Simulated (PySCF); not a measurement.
Computed IR spectrum (relative IR intensity) of a molecule C₂H₈FNSi₂. Geometry optimised at PBE-D3(BJ)/def2-SVP. One conformer was computed; it need not be the lowest. Calculation: PBE-D3(BJ)/def2-SVP run with PySCF. Frequencies are harmonic and unscaled.

Lines under 2 % of the strongest are left out, and lines within 2 cm⁻¹ are merged.

```json
[
 {"ν (cm⁻¹)": "288", "relative intensity": "2.4"},
 {"ν (cm⁻¹)": "422", "relative intensity": "8.5"},
 {"ν (cm⁻¹)": "470", "relative intensity": "46"},
 {"ν (cm⁻¹)": "606", "relative intensity": "3.5"},
 {"ν (cm⁻¹)": "627", "relative intensity": "11"},
 {"ν (cm⁻¹)": "630", "relative intensity": "9.7"},
 {"ν (cm⁻¹)": "669", "relative intensity": "63"},
 {"ν (cm⁻¹)": "713", "relative intensity": "3.4"},
 {"ν (cm⁻¹)": "754", "relative intensity": "46"},
 {"ν (cm⁻¹)": "801", "relative intensity": "33"},
 {"ν (cm⁻¹)": "813", "relative intensity": "18"},
 {"ν (cm⁻¹)": "834", "relative intensity": "5.2"},
 {"ν (cm⁻¹)": "861", "relative intensity": "38"},
 {"ν (cm⁻¹)": "894", "relative intensity": "95"},
 {"ν (cm⁻¹)": "1035", "relative intensity": "11"},
 {"ν (cm⁻¹)": "1119", "relative intensity": "11"},
 {"ν (cm⁻¹)": "1211", "relative intensity": "5.7"},
 {"ν (cm⁻¹)": "1290", "relative intensity": "18"},
 {"ν (cm⁻¹)": "1379", "relative intensity": "2.2"},
 {"ν (cm⁻¹)": "1382", "relative intensity": "2.3"},
 {"ν (cm⁻¹)": "1429", "relative intensity": "2.0"},
 {"ν (cm⁻¹)": "2143", "relative intensity": "53"},
 {"ν (cm⁻¹)": "2155", "relative intensity": "100"},
 {"ν (cm⁻¹)": "2922", "relative intensity": "31"},
 {"ν (cm⁻¹)": "2973", "relative intensity": "13"},
 {"ν (cm⁻¹)": "3489", "relative intensity": "3.1"}
]
```

### Question
Pick the molecule that these values belong to.
A. C[Si@H](F)/C=N/[SiH3]
B. C[Si@H]1CN[Si@H]1F
C. F[C@H]([SiH3])/N=C\[SiH3]
D. C=C[SiH2]N[SiH2]F

### Answer
B, C[Si@H]1CN[Si@H]1F
